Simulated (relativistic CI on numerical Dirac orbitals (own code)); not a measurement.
## Ions with 24 electrons, Cr I to Sr XV

Method of calculation: Dirac-Coulomb-Breit CI, KLI orbitals optimised for each configuration, QED by a radiative potential, valence Slater integrals scaled by 0.9, P86 correlation energy added to each configuration (own radial code, finite nucleus).

Configurations in the expansion (outside the closed core [Ne]): 3s²3p⁶3d⁶, 3s²3p⁶3d⁵4s, 3s²3p⁵3d⁷, 3s3p⁶3d⁷, 3s²3p⁶3d⁵4p, 3p⁶3d⁸, 3p⁵3d⁹. Double excitations out of closed p, d and f shells are left out; levels of such configurations are missing from the list, as are those of other unlisted configurations, and high levels can miss mixing partners.

Energies above each ion's lowest level, in eV. Levels are followed by their leading LS label, which can pass from one level to another where the coupling changes.

```
    Ion  3s²3p⁶3d⁶ ⁵D4  3s²3p⁶3d⁶ ⁵D3  3s²3p⁶3d⁶ ⁵D2  3s²3p⁶3d⁶ ⁵D1  3s²3p⁶3d⁶ ⁵D0
   Cr I                                                                           
  Mn II         2.7072         2.7386         2.7609         2.7752         2.7822
 Fe III              ?              ?              ?              ?              ?
  Co IV              0       0.077161        0.13035        0.16435        0.18095
   Ni V              0        0.10815        0.18144        0.22811        0.25086
  Cu VI              0        0.14609        0.24312        0.30478        0.33476
 Zn VII              0         0.1921        0.31674        0.39595        0.43437
Ga VIII              0        0.24742        0.40362        0.50325        0.55141
  Ge IX              0        0.31343        0.50506        0.62832        0.68763
   As X              0        0.39165        0.62223        0.77284        0.84481
  Se XI              0        0.48377        0.75615        0.93853         1.0248
 Br XII              0        0.59167        0.90756         1.1271         1.2293
Kr XIII              0        0.71747         1.0768         1.3405         1.4602
 Rb XIV              0        0.86349         1.2637         1.5807         1.7193
  Sr XV              0         1.0324         1.4674         1.8496         2.0083
```

**Question.** Fill in the row of Fe III.

**Answer.** 3s²3p⁶3d⁶ ⁵D4 0, 3s²3p⁶3d⁶ ⁵D3 0.05208, 3s²3p⁶3d⁶ ⁵D2 0.088509, 3s²3p⁶3d⁶ ⁵D1 0.11188, 3s²3p⁶3d⁶ ⁵D0 0.12333 (eV).

In the calculation the lowest level changes from 3s²3p⁶3d⁵4s ⁷S3 to 3s²3p⁶3d⁶ ⁵D4 at Fe III.

Between Z = 35 and 38 the energy of 3s²3p⁶3d⁶ ⁵D3 follows a local power law Z^6.8. For orientation: electrostatic splittings inside a shell grow about linearly with the screened charge, excitations that change n as its square, and fine structure as its fourth power; written in Z itself the exponents are larger, since the screened charge grows faster in proportion.

The members near neutrality are the least accurate: they can be off by several eV, miss lower levels of configurations outside the list, or start from a wrong lowest level.
